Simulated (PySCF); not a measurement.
Species: C₅H₆F₂Se.
SMILES with atom numbers: `[CH2:1]=[C:2]([F:3])/[C:4]([F:5])=[CH:6]/[Se:7][CH3:8]` (hydrogens: H9, H10 on C1; H11 on C6; H12, H13, H14 on C8)

Computed, not measured: PBE0-D3(BJ)/def2-SVP geometry optimisation, gas phase in PySCF 2.14.0.

(1) Give the optimised bond lengths and angles.

Answers

(1) 
```
                  bond  length (bohr)   order
                 C1=C2          2.522  double
                 C2–F3          2.524  single
                 C2–C4          2.754  single
                 C4–F5          2.531  single
                 C4=C6          2.535  double
                C6–Se7          3.531  single
                Se7–C8          3.668  single
                 C1–H9          2.060  single
                C1–H10          2.057  single
                C6–H11          2.064  single
C8–H12, C8–H13, C8–H14          2.072  single
```

Bonds in one row agree within 0.02 bohr and their mean is given. Orders are formal, as drawn. A selection of angles:
```
     angle  degrees
  C2–C1–H9    120.3
 C2–C1–H10    119.7
 H9–C1–H10    120.0
  C1–C2–F3    121.0
  C1–C2–C4    125.8
  F3–C2–C4    113.2
  C2–C4–F5    113.2
  C2–C4–C6    124.4
  F5–C4–C6    122.4
 C4–C6–Se7    131.8
 C4–C6–H11    115.9
Se7–C6–H11    112.3
 C6–Se7–C8    103.0
Se7–C8–H12    105.0
Se7–C8–H13    110.7
H12–C8–H13    109.7
```

Dihedral angles: C1–C2–C4–F5 0° (synperiplanar); C2–C4–C6–Se7 180° (antiperiplanar); C4–C6–Se7–C8 5° (synperiplanar). The mirror-image conformer, all signs reversed, is as good.

The 2 C–Se bonds span 1.869 Å (C6–Se7, drawn single) to 1.941 Å (Se7–C8, drawn single), a spread of 0.072 Å. Of the pairs four or more bonds apart, F3···H11 is among the closest relative to their van der Waals radii: 2.35 Å, 88 % of the sum of Bondi's values. The 3 C–C bonds span 1.335 Å (C1=C2, drawn double) to 1.457 Å (C2–C4, drawn single), a spread of 0.122 Å.

Point group: near Cs, missed by 0.19 Å at most; the miss may be what the optimiser left on a soft mode. Whether it is a minimum is left open (no frequencies). The numbers are those of one conformer.
